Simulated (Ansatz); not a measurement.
Isolated molecules relaxed with PBE0-D4/def2-TZVP in Ansatz; ΔE leaves out vibrations. CBS: MP2 limit from def2 TZ/QZ plus the TZ coupled-cluster correction, frozen cores. Functionals use def2-TZVPP. B3LYP here is the variant with VWN-RPA as its local correlation; programs differ in this. For Ge outer-core shells are correlated without core-valence functions, which leaves a few kJ/mol of doubt a bond. Scalar relativity is left out up to krypton. Each species was taken in one conformer, which may not be the lowest.

Reaction (isomerisation): `[CH3][Ge]1([OH])[CH2][NH]1` → `C=C(N)[O][GeH3]`

`[CH3][Ge]1([OH])[CH2][NH]1`:

Cartesian coordinates in Å:
```
C 1.489 -0.248 1.119
Ge -0.035 0.392 0.127
O -0.539 1.946 0.814
C -0.640 -0.233 -1.572
N -1.470 -0.653 -0.389
H 2.295 0.483 1.067
H 1.210 -0.394 2.162
H 1.831 -1.192 0.696
H -1.444 2.148 0.563
H -1.167 0.405 -2.278
H -0.050 -1.001 -2.071
H -1.478 -1.653 -0.237
```

`C=C(N)[O][GeH3]`:

Cartesian coordinates in Å:
```
C 1.792 -0.233 -0.903
C 0.502 -0.135 -0.580
N -0.412 -1.191 -0.582
O -0.041 1.025 -0.160
Ge -1.105 1.003 1.299
H 2.455 0.604 -0.741
H 2.188 -1.141 -1.336
H -1.259 -0.979 -1.094
H -0.014 -2.065 -0.890
H -2.501 0.482 0.924
H -1.163 2.487 1.678
H -0.442 0.143 2.382
```

| level | ΔE (kJ/mol) | difference from CCSD(T)/CBS |
| --- | --- | --- |
| PBE-D4 | 3.2 | -14.3 |
| r2SCAN-D4 | -0.4 | -17.9 |
| B3LYP-D4 | -14.3 | -31.8 |
| ωB97M-V | -0.4 | -17.9 |
| B2PLYP | 0.2 | -17.3 |
| r2SCAN | -0.1 | -17.6 |
| HF/def2-TZVPP | -37.7 | -55.2 |
| MP2/def2-TZVPP | 25.0 | 7.5 |
| SCS-MP2/def2-TZVPP | 13.9 | -3.6 |
| CCSD/def2-TZVPP | 6.5 | -11.0 |
| CCSD(T)/def2-TZVPP | 10.2 | -7.3 |
| MP2/def2-QZVPP | 29.2 | 11.7 |
| SCS-MP2/def2-QZVPP | 17.7 | 0.2 |
| HF/CBS(def2) | -37.8 | -55.3 |
| MP2/CBS(def2) | 32.4 | 14.9 |
| CCSD/CBS(def2) | 13.8 | -3.7 |
| CCSD(T)/CBS | 17.5 | 0 |

Largest T1 diagnostic among the species: 0.012.

In def2-TZVPP, CCSD(T) changes the Hartree–Fock value by +47.9 kJ/mol (the triples alone add +3.7 kJ/mol) and MP2 by +62.8 kJ/mol.
